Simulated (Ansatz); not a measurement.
Gas-phase electronic energies from Ansatz, PBE0-D4/def2-TZVP geometries. CCSD(T)/CBS is the MP2 limit (def2-TZVPP, def2-QZVPP) plus CCSD(T) − MP2 in def2-TZVPP, frozen cores. This one scheme is used for every species. DFT in def2-TZVPP. B3LYP here is the variant with VWN-RPA as its local correlation; programs differ in this.

Reaction (ligand exchange at the Si–C bond): `C#C[SiH]([SiH3])Cl` + H–F → `F[SiH]([SiH3])Cl` + acetylene

`C#C[SiH]([SiH3])Cl`:

Cartesian coordinates in Å:
```
C 1.939 -0.802 -1.749
C 0.941 -0.273 -1.326
Si -0.553 0.479 -0.616
Si -0.724 -0.088 1.645
Cl -0.421 2.529 -0.779
H 2.821 -1.265 -2.129
H -1.727 0.045 -1.412
H -1.937 0.544 2.226
H 0.484 0.398 2.360
H -0.824 -1.566 1.779
```

H–F:

Z-matrix (Å, degrees):
```
F
H 1 0.920
```

`F[SiH]([SiH3])Cl`:

```xyz
8

F    -1.474   -0.295    1.680
Si   -0.780   -0.747    0.314
Si    0.730    0.895   -0.390
Cl    0.243   -2.485    0.671
H    -1.866   -1.063   -0.644
H     0.016    2.177   -0.628
H     1.361    0.437   -1.656
H     1.770    1.081    0.653
```

`C#C`:

```xyz
4

C     0.297   -0.434    0.286
C    -0.297    0.434   -0.286
H     0.825   -1.206    0.794
H    -0.825    1.206   -0.794
```

```json
{"level": "PBE-D4", "ΔE (kcal/mol)": "-20.8", "difference from CCSD(T)/CBS": "1.6"}
{"level": "r2SCAN-D4", "ΔE (kcal/mol)": "-23.3", "difference from CCSD(T)/CBS": "-0.9"}
{"level": "PBE0-D4", "ΔE (kcal/mol)": "-21.0", "difference from CCSD(T)/CBS": "1.4"}
{"level": "B3LYP-D4", "ΔE (kcal/mol)": "-23.4", "difference from CCSD(T)/CBS": "-1.0"}
{"level": "ωB97X-V", "ΔE (kcal/mol)": "-24.2", "difference from CCSD(T)/CBS": "-1.8"}
{"level": "ωB97M-V", "ΔE (kcal/mol)": "-24.1", "difference from CCSD(T)/CBS": "-1.7"}
{"level": "B2PLYP", "ΔE (kcal/mol)": "-24.1", "difference from CCSD(T)/CBS": "-1.7"}
{"level": "PBE", "ΔE (kcal/mol)": "-22.0", "difference from CCSD(T)/CBS": "0.4"}
{"level": "r2SCAN", "ΔE (kcal/mol)": "-23.7", "difference from CCSD(T)/CBS": "-1.3"}
{"level": "PBE0", "ΔE (kcal/mol)": "-22.2", "difference from CCSD(T)/CBS": "0.2"}
{"level": "B3LYP", "ΔE (kcal/mol)": "-25.3", "difference from CCSD(T)/CBS": "-2.9"}
{"level": "HF/def2-TZVPP", "ΔE (kcal/mol)": "-27.6", "difference from CCSD(T)/CBS": "-5.2"}
{"level": "MP2/def2-TZVPP", "ΔE (kcal/mol)": "-20.9", "difference from CCSD(T)/CBS": "1.5"}
{"level": "SCS-MP2/def2-TZVPP", "ΔE (kcal/mol)": "-22.4", "difference from CCSD(T)/CBS": "0.0"}
{"level": "CCSD/def2-TZVPP", "ΔE (kcal/mol)": "-23.2", "difference from CCSD(T)/CBS": "-0.8"}
{"level": "CCSD(T)/def2-TZVPP", "ΔE (kcal/mol)": "-22.3", "difference from CCSD(T)/CBS": "0.1"}
{"level": "HF/def2-QZVPP", "ΔE (kcal/mol)": "-28.1", "difference from CCSD(T)/CBS": "-5.7"}
{"level": "MP2/def2-QZVPP", "ΔE (kcal/mol)": "-21.2", "difference from CCSD(T)/CBS": "1.2"}
{"level": "SCS-MP2/def2-QZVPP", "ΔE (kcal/mol)": "-22.7", "difference from CCSD(T)/CBS": "-0.3"}
{"level": "HF/CBS(def2)", "ΔE (kcal/mol)": "-28.2", "difference from CCSD(T)/CBS": "-5.8"}
{"level": "MP2/CBS(def2)", "ΔE (kcal/mol)": "-21.0", "difference from CCSD(T)/CBS": "1.4"}
{"level": "CCSD/CBS(def2)", "ΔE (kcal/mol)": "-23.3", "difference from CCSD(T)/CBS": "-0.9"}
{"level": "CCSD(T)/CBS", "ΔE (kcal/mol)": "-22.4", "difference from CCSD(T)/CBS": "0"}
```

Largest T1 diagnostic among the species: 0.013.

In def2-TZVPP, CCSD(T) changes the Hartree–Fock value by +5.3 kcal/mol (the triples alone add +1.0 kcal/mol) and MP2 by +6.7 kcal/mol. The D4 term adds +1.9 kcal/mol with B3LYP and +1.1 kcal/mol with PBE0; it sums over pairs of atoms, weighted by their polarisabilities, and B3LYP, whose exchange is more repulsive, gets the larger term.
